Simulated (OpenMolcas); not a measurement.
# Tm3+: effect of the active space

* Program: OpenMolcas 26.06
* Method: CASSCF or its RAS form
* Basis: ANO-R2
* Scalar Hamiltonian: X2C, finite nucleus
* Spin-orbit coupling: state interaction with AMFI integrals over the reference wave functions, term energies averaged over their components

A. 12 electrons in 7 orbitals (4f); 2S+1 = 3 even, 21 roots; 2S+1 = 1 even, 28 roots (27 in the spin-orbit step); cost of the order of 8 core-seconds
B. 12 electrons in 12 orbitals (RAS2 4f; RAS3 5d, at most 1 electron); 2S+1 = 3 even, 21 roots; 2S+1 = 1 even, 28 roots; 2S+1 = 5 odd, 175 roots (102 in the spin-orbit step); 2S+1 = 3 odd, 129 roots kept (CI in the orbitals of an earlier block, 120 in the spin-orbit step); 2S+1 = 1 odd, 128 roots kept (CI in the orbitals of an earlier block, 24 in the spin-orbit step); cost of the order of 10 core-minutes

Energies in eV above 4f¹² ³H₆, the measured ground level; measured values from the list in Tchang-Brillet, Wyart, Meftah and Ait Mammar, Atoms 6, 52 (2018).

| Level | A | B | Measured |
| --- | --- | --- | --- |
| 4f¹² ³H₆ | 0.0000 | 0.0000 | 0.0000 |
| 4f¹² ³F₄ [53 %] | 0.8454 | 0.8454 |  |
| 4f¹² ³H₅ | 1.0273 | 1.0273 | 1.0187 |
| 4f¹² ³H₄ [59 %] | 1.6464 | 1.6464 | 1.5557 |
| 4f¹² ³F₃ | 2.0211 | 2.0211 | 1.7867 |
| 4f¹² ³F₂ | 2.1913 | 2.1913 | 1.8709 |
| 4f¹² ¹G₄ [58 %] | 2.7164 | 2.7164 | 2.6253 |
| 4f¹² ¹D₂ [60 %] | 4.2724 | 4.2724 |  |
| 4f¹² ¹I₆ | 5.1372 | 5.1372 | 4.3803 |
| 4f¹² ³P₁ | 5.6651 | 5.6651 |  |
| 4f¹² ³P₂ [73 %] | 5.7509 | 5.7509 | 4.7774 |
| 4f¹² ³P₀ | 5.8309 | 5.5951 |  |

Deviations, from unrounded energies. A percentage is the sum of absolute deviations over the sum of measured energies, with the sign that they share, or ± where signs differ.

| Against measurement | Levels | A | B |
| --- | --- | --- | --- |
| mean absolute deviation (cm-1) | 7 | 2900 | 2900 |
| fine structure of the ground term (%) | 2 | +3.9 | +3.9 |
| other terms of the ground configuration (%) | 5 | +15.4 | +15.4 |

A, B lie about equally close to measurement. The largest miss of B in the table is 4f¹² ³P₂ [73 %], by +7900 cm-1. The ranking rests on the paired levels alone, and a cruder setting can come out closer through cancelling errors.

The spin-orbit steps hold different terms of 4f¹² (A lacks ¹S), which shifts levels as well.

Between A and B the level of the table that moves most is 4f¹² ³P₀, by 1900 cm-1 (lowest in B, highest in A).

Some high roots are left out of the spin-orbit mixing, which shifts the levels that they would mix with. Without dynamic correlation excited terms often stand tens of per cent too high (terms of higher spin than the ground term too low), and those without a measured partner can miss by more than the paired ones. Computed and measured levels are paired by configuration, term and J; levels that our copy of the source lacks, or whose pairing is in doubt (as where it misses far off the trend of its configuration), stay unpaired and out of the deviations. Only configurations of the active space appear. The table leaves out levels that lie high or whose names do not pair safely across all columns.

A share in square brackets marks a mixed level and gives the weight of the term that names it, the lowest over the columns.
